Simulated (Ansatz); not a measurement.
Coupled-cluster run, `[AlH2][O]B[SiH2][SiH3]`.

```yaml
crystal:
  periodic: [false, false, false]
  atoms:
    - {symbol: Al, position_ang: [-2.072720, -0.179385, 2.404058]}
    - {symbol: O, position_ang: [-1.233107, -0.811888, 1.082041]}
    - {symbol: B, position_ang: [-0.525714, -1.276097, 0.052928]}
    - {symbol: Si, position_ang: [1.325800, -0.530512, -0.339751]}
    - {symbol: Si, position_ang: [1.093700, 1.256570, -1.839066]}
    - {symbol: H, position_ang: [-1.911446, -0.936936, 3.775822]}
    - {symbol: H, position_ang: [-2.943828, 1.106535, 2.141845]}
    - {symbol: H, position_ang: [-1.022087, -2.107534, -0.668429]}
    - {symbol: H, position_ang: [1.989743, 0.001628, 0.888471]}
    - {symbol: H, position_ang: [2.233464, -1.535810, -0.964028]}
    - {symbol: H, position_ang: [2.407767, 1.863664, -2.185792]}
    - {symbol: H, position_ang: [0.236535, 2.315122, -1.235802]}
    - {symbol: H, position_ang: [0.442393, 0.800044, -3.097498]}
basis:
  gaussian: {orbitals: def2-TZVPP}
correlation: {method: ccsd_t}
output: {orbitals: {seedname: orbitals}}
```

```sh
$ ansatz run in.yaml --threads 4 --pin off --events-out ev --progress --plain
```

The program prints (abridged):

```
Functional definition: HF
1737 factors; integrals over basis functions are off by at most 1.5e-3 eV
mean field evaluation 1: about -25142.3178 eV, gradient 4.1e1 eV
mean field evaluation 2: about -25142.5497 eV, gradient 4.1e1 eV
mean field evaluation 4: about -25146.8065 eV, gradient 4.4e0 eV
mean field evaluation 8: about -25146.9137 eV, gradient 2.4e-1 eV
mean field -25146.91410616 eV, -924.1320482109 hartree, gradient 8.5e-6 eV, S^2 0.000000; 0 other end points of the search recorded, 0 dependent functions left out
17 core orbitals not correlated: weight in the atoms' cores, before any rotation towards them, 1.000 or more for the frozen orbitals, at most 0.000 for the correlated occupied ones
reference -25146.91410616 eV, -924.1320482109 hartree; 14, 14 occupied and 269, 269 virtual orbitals, 1737 factors
second order -18.05649481 eV of doubles, -0.00000000 eV of singles
cycle   1  -19.19081842 eV  change    -1.1e0 eV  update   1.2e-1
cycle   2  -19.81583784 eV  change   -6.3e-1 eV  update   3.7e-2
cycle   3  -19.96037682 eV  change   -1.4e-1 eV  update   2.1e-2
cycle   4  -19.94703705 eV  change    1.3e-2 eV  update   5.8e-3
cycle   5  -19.94538414 eV  change    1.7e-3 eV  update   2.6e-3
cycle   6  -19.94557604 eV  change   -1.9e-4 eV  update   7.6e-4
cycle   7  -19.94516010 eV  change    4.2e-4 eV  update   2.8e-4
cycle   8  -19.94520953 eV  change   -4.9e-5 eV  update   9.5e-5
cycle   9  -19.94526948 eV  change   -6.0e-5 eV  update   3.4e-5
cycle  10  -19.94525827 eV  change    1.1e-5 eV  update   1.3e-5
perturbative correction -0.70533480 eV, -0.0259205757 hartree
Total energy: -25167.56469923 eV, -924.8909435087 hartree
```

Run time 3.4 min (4 threads of a server CPU on a shared host); peak host memory 9.1 GiB.

The correlation energy is -20.651 eV, 3.4 % of it from (T); the T1 diagnostic reads 0.0150.
